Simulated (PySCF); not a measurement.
C2H5NOSi, SMILES N#CC[SiH2]O. Atoms are numbered in the order given.

```xyz
10

N     -0.3326    -2.8634     0.0000
C      0.1976    -1.8321     0.0000
C      0.8017    -0.5104     0.0000
Si    -0.5041     0.8685     0.0000
O      0.4071     2.2641     0.0000
H      1.4444    -0.3881    -0.8878
H      1.4444    -0.3881     0.8878
H     -1.3545     0.7442     1.2168
H     -1.3545     0.7442    -1.2168
H     -0.0470     3.1144     0.0000
```
Charge 0, spin multiplicity 1.

Geometry optimised at B3LYP-D3(BJ)/def2-SVP. This is a generated structure with no PubChem entry under its InChIKey; it may be hypothetical. The values are those of a single conformer.

These are PySCF with PBE/def2-TZVP values and carry that method's errors.

Computed frontier levels, gap, dipole moment and polarisability:
| Quantity | Value |
|---|---|
| highest occupied level | -7.56 eV |
| lowest empty level | -1.16 eV |
| orbital gap | 6.40 eV |
| dipole moment | 4.57 D |
| quadrupole, principal values (traceless, Buckingham form, about the centre of nuclear charge) | -12.30, 3.59, 8.72 D·Å |
| mean static polarisability | 56.8 bohr³ (8.42 Å³) |
| polarisability, principal values | 46.3, 51.2, 72.9 bohr³ |
